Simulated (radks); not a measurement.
Values are calculated unless marked as measured or tabulated.
Dynamic dipole polarisability and lines of the lutetium ion Lu2+, [Xe] 4f14 6s1. Level of theory: scalar-relativistic Kohn-Sham, exchange-only LDA, spin-polarised, spherical densities, finite nucleus; open shells are filled with parallel spins first (spin-orbit coupling, left out, can overturn this in heavy ions); Fermi nuclear charge, rms radius of each element as measured or else 0.836 A^(1/3) + 0.57 fm (a radial shooting solver on a logarithmic mesh with Libxc functionals). Time-dependent linear response with the Hartree and adiabatic exchange-only LDA kernel, continuum included through the Sternheimer equations, no spin-orbit coupling, so fine structure and intercombination lines are absent. Lines are the poles of the dipole polarisability below minus the highest occupied eigenvalue, found on a grid refined at the orbital gaps; the lowest seven at most are given, and weak or close lines can be missed. The first line takes the name of the lowest orbital gap if no other gap lies below it; otherwise a line is named after a gap within 0.6 % of it, if that gap stands alone.

photon energy (eV)  alpha (bohr^3)
0                            30.27
0.288                        30.34
1.441                        32.20
2.594                        37.76
3.747                        53.21
4.900                        140.1
6.053                       -97.49
7.206                       -26.50
8.359                       -10.83
9.512                       -4.308
10.665                       8.628
11.818                      -13.44
12.971                      -5.217
14.123                      -2.286
15.276                     -0.6880

Lines (eV, oscillator strength): 5.431 (228.3 nm, 6s-6p), f = 0.997; 9.122 (135.9 nm, unassigned), f = 0.00893; 11.213 (110.6 nm, unassigned), f = 0.215. Higher lines, where found, are left out when the end of the mesh affects them. Those listed give 87 % of the static polarisability (sum of f/w^2). Orbital energy gaps for comparison: 6s-6p 5.339 eV; 4f-5d 9.276 eV; 4f-5d down 10.307 eV; 6s-7p 12.372 eV; 6s-8p 14.613 eV. At laser wavelengths: 1550 nm 30.84, 1064 nm 31.50, 780 nm 32.65, 532 nm 36.00, 355 nm 48.10, 266 nm 100.6, 193 nm -56.67 bohr^3.
